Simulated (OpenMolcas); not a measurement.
W3+: moving or changing the point charges

W3+ among 6 point charges of -1.7 e arranged as a tetragonal octahedron (D4h), 2.21 Å from the ion, with the axial distance 2.453 Å.

```
Program             : OpenMolcas
Method              : CASSCF
Basis               : ANO-RCC-VDZP [7s6p4d2f1g]
Scalar Hamiltonian  : DKH2, point nucleus
Active space        : 3 electrons in 5 orbitals (5d)
State averaging     : 2S+1 = 4 even, 10 roots; 2S+1 = 2 even, 40 roots
Spin-orbit coupling : RASSI with atomic mean-field integrals over the reference wave functions
```

Runs around this geometry, states (labels of D4, the rotations of D4h). Energies in cm-1 above the lowest state or level, χT in cm3 K/mol.

```json
{"R (Å)": "2.21", "q (e)": "-1.7", "Axial / equatorial distance": "1.02", "Ground state": "4B1", "First state of that spin": "4E 10482", "First gap with spin-orbit (degeneracies)": "51.8 (2, 2)", "χT at 300 K": "0.657", "First state of another spin": "2A1 13466"}
{"R (Å)": "2.21", "q (e)": "-0.85", "Axial / equatorial distance": "1.11", "Ground state": "4B1", "First state of that spin": "4E 4110", "First gap with spin-orbit (degeneracies)": "425.9 (2, 2)", "χT at 300 K": "0.188", "First state of another spin": "2A1 13361"}
{"R (Å)": "2.21", "q (e)": "-1.7", "Axial / equatorial distance": "1.11", "Ground state": "4B1", "First state of that spin": "4E 7779", "First gap with spin-orbit (degeneracies)": "334.8 (2, 2)", "χT at 300 K": "0.479", "First state of another spin": "2E 13128"}
{"R (Å)": "2.35", "q (e)": "-1.7", "Axial / equatorial distance": "1.11", "Ground state": "4B1", "First state of that spin": "4E 5894", "First gap with spin-orbit (degeneracies)": "434.4 (2, 2)", "χT at 300 K": "0.312", "First state of another spin": "2A1 13381"}
```

Taking the first state of the same spin as R^-n, n = -ln(5894 / 7779) / ln(2.35 / 2.21) = 4.5 between the shortest and longest distance.

Scaling the charges by -0.85 / -1.7 = 0.50 scales the first state of the same spin by 4110 / 7779 = 0.53; with fixed orbitals a first-order splitting would follow the charge.

Without dynamic correlation the repulsion within the d shell is too large (B by tens of per cent), so at a given field states of lower spin stand too high. Spin-orbit coupling mixes the spin-free states strongly: the lowest level takes only 48 % from its leading state, 4B1 (figures for R = 2.21, q = -0.85, ratio = 1.11; the like holds for R = 2.35, q = -1.7, ratio = 1.11). Point charges carry no covalency, so the field is a model and not that of real ligands. No measured value stands beside these numbers.
